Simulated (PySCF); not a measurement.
From one molecule to another.

First species: C4H9GeNO3.
Cartesian coordinates in Å at the PBE0-D3(BJ)/def2-SVP level; atoms count from 1:
```
atom  x, y, z in Å
C1     2.984   -0.634    0.284
C2     1.728    0.078    0.710
O3     1.607    0.646    1.784
N4     0.671    0.081   -0.149
Ge5   -0.779    1.024    0.504
O6    -1.767    0.166    1.713
C7    -2.816   -0.493    1.035
C8    -3.188    0.327   -0.205
O9    -2.001    0.820   -0.790
H10    3.346   -0.247   -0.681
H11    2.785   -1.709    0.161
H12    3.754   -0.493    1.051
H13    0.696   -0.394   -1.043
H14   -0.449    2.459    0.883
H15   -3.676   -0.594    1.717
H16   -2.499   -1.511    0.735
H17   -3.852    1.165    0.082
H18   -3.727   -0.292   -0.941
```

Second species: C3H5NO2.
Z-matrix (Å and degrees, PBE0-D3(BJ)/def2-SVP geometry), rows numbered from 1:
```
N 
C   1  1.2651
C   2  1.4997  1  120.46
O   3  1.4266  2  111.14  1  -133.15
C   4  1.3320  3  116.95  2   -87.86
O   5  1.1972  4  125.84  3     1.31
H   1  1.0243  2  110.56  3  -177.87
H   2  1.1074  1  124.51  3   178.49
H   3  1.0968  2  109.54  1   -14.96
H   3  1.1026  2  109.45  1   105.96
H   5  1.1095  4  109.03  3  -178.55
```

Levels: B3LYP/def2-SVPD for HOMO energy, LUMO energy, HOMO–LUMO gap and static isotropic polarisability; TDDFT B3LYP/def2-SVPD for lowest singlet excitation; TDA B3LYP/def2-SVPD for lowest triplet excitation (Tamm–Dancoff); ΔSCF B3LYP/def2-SVPD for vertical ionisation energy. Geometries: PBE0-D3(BJ)/def2-SVP. All species are isolated and taken at one optimised geometry, non-relativistic unless stated; the electronic structure was computed with PySCF and density fitting.

The conformers computed, where there is a choice (atom-mapped SMILES and torsion angles):
- `[H]/[N:1]=[CH:2]/[CH2:3][O:4][CH:5]=[O:6]`: N1–C2–C3–O4 -133°, C2–C3–O4–C5 -88°, C3–O4–C5–O6 1°

The conformers of `CC(=O)[NH][GeH]1[O]CC[O]1` aren't listed.

Values for the first species:

- HOMO energy: -7.55 eV
- LUMO energy: -0.36 eV
- HOMO–LUMO gap: 7.19 eV
- Lowest singlet excitation: 5.59 eV
- Lowest triplet excitation (Tamm–Dancoff): 5.16 eV
- Static isotropic polarisability: 92.2 au
- Vertical ionisation energy: 9.46 eV

**Question.** Estimate the same properties for the second species, and the change in each.

**Answer.** 
```json
{"property": "HOMO energy", "first": "-7.55 eV", "second": "-7.85 eV", "second less first": "-0.30 eV"}
{"property": "LUMO energy", "first": "-0.36 eV", "second": "-1.06 eV", "second less first": "-0.70 eV"}
{"property": "HOMO–LUMO gap", "first": "7.19 eV", "second": "6.79 eV", "second less first": "-0.40 eV"}
{"property": "lowest singlet excitation", "first": "5.59 eV", "second": "5.22 eV", "second less first": "-0.37 eV"}
{"property": "lowest triplet excitation (Tamm–Dancoff)", "first": "5.16 eV", "second": "4.38 eV", "second less first": "-0.78 eV"}
{"property": "static isotropic polarisability", "first": "92.2 au", "second": "52.6 au", "second less first": "-39.6 au"}
{"property": "vertical ionisation energy", "first": "9.46 eV", "second": "10.25 eV", "second less first": "+0.79 eV"}
```

On the first: The polarisability is 13.67 Å³ as a volume (1 au = 0.148185 Å³), or 0.96 au for each of the 96 electrons. The principal polarisabilities are 77.7, 85.4 and 113.6 au; their mean is the isotropic value. Relativistic effects, spin–orbit coupling among them, are left out although an element past zinc is present.

On the second: The 10 singlets span 5.22 to 8.03 eV, and their oscillator strengths add up to 0.32. The ΔSCF ionisation energy exceeds −ε(HOMO) by 2.40 eV with B3LYP.
